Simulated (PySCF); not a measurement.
PySCF job for CH₆BN, SMILES CBN, C-PCM-ωB97X/def2-SVP. Geometry optimised at PBE-D3(BJ)/def2-TZVP. One conformer was computed; it need not be the lowest.

```python
import numpy as np
from pyscf import gto, scf, dft
from pyscf.solvent import pcm

mol = gto.M(
    atom='''
    B    -0.53175319   -0.08621520   -0.00000000
    H    -1.73534067   -0.19014861   -0.00000000
    C     0.16646175    1.32348746    0.00000000
    H    -0.15186590    1.91236927   -0.87631789
    H    -0.15186590    1.91236927    0.87631789
    H     1.26713593    1.28620849   -0.00000000
    N     0.20475622   -1.27622653    0.00000000
    H    -0.22160612   -2.19611164    0.00000000
    H     1.22024460   -1.30094987   -0.00000001
    ''',
    basis='def2-SVP',
    charge=0,
    spin=0,
    max_memory=1600,
    verbose=3,
)
mf = dft.RKS(mol, xc='wb97x').density_fit(auxbasis='def2-universal-jkfit')
mf.grids.level = 3
mf.conv_tol = 1e-9
mf.max_cycle = 100
mf.kernel()
res = {}
for name, eps in {'water': 78.355, 'benzene': 2.2706, 'toluene': 2.3741}.items():
    s = mf.PCM()
    s.with_solvent.method, s.with_solvent.eps, s.with_solvent.lebedev_order = 'C-PCM', eps, 29
    s.kernel(mf.make_rdm1())
    res[name] = (s.e_tot, eps, s.dip_moment(), s.mo_energy, s.converged)
    print(f'{name}: electrostatic solvation free energy {(s.e_tot - mf.e_tot) * 627.509474:.3f} kcal/mol')
```

Output:

```
converged SCF energy = -121.245701162185

WARN: PCM is an experimental feature. It is still in testing.
Features and APIs may be changed in the future.

converged SCF energy = -121.250351964168
Dipole moment(X, Y, Z, Debye):  1.47108, -1.57114, -0.00000
water: electrostatic solvation free energy -2.918 kcal/mol

WARN: PCM is an experimental feature. It is still in testing.
Features and APIs may be changed in the future.

converged SCF energy = -121.2481939135
Dipole moment(X, Y, Z, Debye):  1.30114, -1.42636, -0.00000
benzene: electrostatic solvation free energy -1.564 kcal/mol

WARN: PCM is an experimental feature. It is still in testing.
Features and APIs may be changed in the future.

converged SCF energy = -121.248285558143
Dipole moment(X, Y, Z, Debye):  1.30792, -1.43222, -0.00000
toluene: electrostatic solvation free energy -1.622 kcal/mol
```

The calculation finished and met its thresholds.
